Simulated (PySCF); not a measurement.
**A small calculation by hand: chemical shift, span and skew from a shielding tensor**

Cl2H2SSi, SMILES S[SiH](Cl)Cl. Atoms are numbered in the order given.

```xyz
6

Si    -0.0664     0.0128     0.5133
S      1.8117    -0.8023    -0.0657
Cl    -0.3032     1.9439    -0.1733
Cl    -1.4795    -1.2124    -0.3367
H     -0.2693     0.0500     1.9791
H      2.5169     0.1722     0.5561
```
Charge 0, spin multiplicity 1.

The structure is a stationary point at r2SCAN-D4/def2-SVP. Other conformers were not sampled.

GIAO shieldings from PBE0/pcSseg-1 (PySCF), non-relativistic, no solvent. The symmetric part of the tensor of Si1 has the principal values 273.6, 335.8, 353.5 ppm. The same nucleus in TMS has σ = 352.7 ppm at this level (PySCF, at its B3LYP-D3(BJ)/def2-TZVP geometry). Without spin–orbit terms, shifts of atoms bonded to Cl or Br come out too high.

### Question
Work out the isotropic shielding, the ²⁹Si shift against TMS, the span and the skew.

### Answer

σ(iso) = (σ11 + σ22 + σ33)/3 = 321.0 ppm. δ = σ(ref) − σ(iso) = 352.7 − (321.0) = 31.7 ppm.
Span Ω = σ33 − σ11 = 79.9 ppm. Skew κ = 3(σ(iso) − σ22)/Ω = -0.56. Tumbling in solution averages the tensor to δ; in a static solid the shielding alone would spread this spin-1/2 line over Ω.
